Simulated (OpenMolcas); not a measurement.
## Ir4+: effect of the metal basis

Ir4+ with 6 ligands (fluoride) in octahedral coordination (Oh) at 1.94 Å. A charge of +0.333 e stands 3.2 Å behind each ligand.

| Item | Value |
| --- | --- |
| Program | OpenMolcas 26.06 |
| Method | SS-CASPT2, IPEA 0.25 Eh, imaginary shift 0.1 Eh (closed shells correlated: 5s 5p and the ligand valence shells) |
| Spin-orbit coupling | state interaction with AMFI integrals over the reference wave functions |

Fixed: ligand basis ANO-RCC-VDZP, active space 5 electrons in 5 orbitals (5d), DKH2 Hamiltonian.

States (labels of O, the rotations of Oh). Energies in cm-1 above the lowest state or level, χT in cm3 K/mol; under a threefold ground state the first gap can be a small split of the lowest multiplet, not the spin-orbit step; 10Dq and B are least-squares fits to the states below 45000 cm-1, weighted by degeneracy, with a free offset, and given where the rms deviation is under 5 % of |10Dq| (or 100 cm-1) and under 700 cm-1.

```
Run   Metal basis  Ground state  First state of that spin   10Dq  B (rms of fit)  First gap with spin-orbit (degeneracies)  χT at 300 K  First state of another spin                    Cost
  A  ANO-RCC-VDZP           2T2                 2A2 27910  31381       548 (360)                               7890 (2, 4)        0.425              2S+1 = 4: 21240  roughly 4 core-minutes
  B  ANO-RCC-VTZP           2T2                 2A2 27640  31625       502 (591)                               7730 (2, 4)        0.431              2S+1 = 4: 21710  roughly 8 core-minutes
```

Against A, |10Dq| changes by +0.8 % in B.

Costs are those of the CASPT2 steps.

Roots that are degenerate in the reference are averaged as groups; the widest CASPT2 spread within a group is 660 cm-1 (the 3-fold group of multiplicity 2 near 63800 cm-1 above the lowest state of its run, A). Shifts and gaps below about the spread of the groups concerned are not significant. Over all roots computed the reference weight is 0.68 to 0.70 in A, 0.67 to 0.70 in B; a low but even weight reflects the number of correlated electrons. An orbital triplet at a regular site is open to Jahn-Teller coupling, which can distort the site and quench the lowest spin-orbit gaps and is left out. Ligand-to-metal charge-transfer states are missing. With no ligand orbital active B as a rule stays too high, so bands that hang on it stand too high and its fall with covalency is understated. With one d shell and no ligand orbital active, 10Dq can be off by a tenth or more. The least metal-like active orbital is 72 % on the metal (Löwdin) and no ligand orbital is active, so the numbers are rough (holds for A). The least metal-like active orbital is 73 % on the metal (Löwdin) and no ligand orbital is active, so the numbers are rough (holds for B). No measured value stands beside these numbers; the geometry was imposed, not optimised, and the real ion may take another.

A state without a sure symmetry label is named by its multiplicity alone.
